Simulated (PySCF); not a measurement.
# How methods differ on the excitation energy of Nb

Nb [Kr] 4d4 5s1 (6D) → Nb [Kr] 4d3 5s1 5p1 (high-spin determinant), as a difference of total energies. Calculation: PySCF 2.14, in def2-TZVPPD with the def2 core potential (28 electrons) (6s4p3d2f1g, 56 functions); a scalar-relativistic core potential. Correlated levels: valence: 4s2 4p6 frozen; valence and next inner shell: nothing frozen outside the core potential. The calculations carry no spin-orbit coupling.

```json
{"method": "UHF", "excitation energy (cm⁻¹)": "12240"}
{"method": "PBE", "excitation energy (cm⁻¹)": "21871"}
{"method": "PBE0", "excitation energy (cm⁻¹)": "20534"}
{"method": "r2SCAN", "excitation energy (cm⁻¹)": "20455"}
{"method": "BHandHLYP", "excitation energy (cm⁻¹)": "18229"}
{"method": "M06-L", "excitation energy (cm⁻¹)": "22085"}
{"method": "LC-wPBE", "excitation energy (cm⁻¹)": "17391"}
{"method": "MP2 (valence)", "excitation energy (cm⁻¹)": "16259"}
{"method": "SCS-MP2 (valence)", "excitation energy (cm⁻¹)": "13580"}
{"method": "MP2 (valence and next inner shell)", "excitation energy (cm⁻¹)": "18849"}
{"method": "SCS-MP2 (valence and next inner shell)", "excitation energy (cm⁻¹)": "16187"}
```

Task: Estimate what wB97X-V gives.

Result: 17407 cm⁻¹, closest to LC-wPBE among the rows shown.

Task: Estimate what LDA gives.

Result: 22994 cm⁻¹, closest to M06-L among the rows shown.

The determinant of the upper state mixes LS terms, which raises its energy above the lowest term, most at the Hartree-Fock and MP2 levels.
